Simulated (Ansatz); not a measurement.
`BOC[SiH2]Br` at its PBE0-D4/def2-TZVP geometry, where that method's forces vanish. The species carries charge 0 and has multiplicity 1.

```xyz
11

B     0.1354    0.0236   -2.0313
O     0.8168    0.2149   -0.8888
C     0.5742   -0.5678    0.2678
Si   -0.3342    0.4461    1.5731
Br   -2.2928    1.0654    0.7331
H    -0.6590   -0.8738   -2.1165
H     0.3813    0.7712   -2.9308
H     1.5393   -0.8908    0.6738
H    -0.0050   -1.4656    0.0220
H     0.4210    1.6693    1.9257
H    -0.5770   -0.3925    2.7720
```

(1) What forces (eV/Å) does PBE-D4/def2-TZVPP give on these atoms in the Gaussian-basis code of Ansatz? (Best estimate.)

Results:

(1) Computed: 
```
B1  -0.197 -0.047 -0.313
O2   0.328  0.343 -0.046
C3  -0.031 -0.134  0.235
Si4  0.002  0.010  0.071
Br5 -0.212  0.070 -0.090
H6  -0.086 -0.104 -0.006
H7   0.041  0.091 -0.088
H8   0.200 -0.069  0.096
H9  -0.130 -0.200 -0.041
H10  0.097  0.136  0.043
H11 -0.013 -0.098  0.139
```
